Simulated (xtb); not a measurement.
diarsenic (As2), SMILES [As]#[As]. All values are semi-empirical tight-binding results from xtb (GFN2-xTB unless named), good for trends rather than for accurate numbers. Coordinates come from a GFN2-xTB optimisation.

```
Quantity                                          Result
-----------------------------------------  -------------
point group as xtb finds it                          D∞h
orbital gap                                      2.73 eV
static polarisability (D4 model)              59.8 bohr³
solvation energy, GFN2-xTB/ALPB(water)     -2.3 kcal/mol
solvation energy, GFN2-xTB/ALPB(methanol)  -3.7 kcal/mol
```
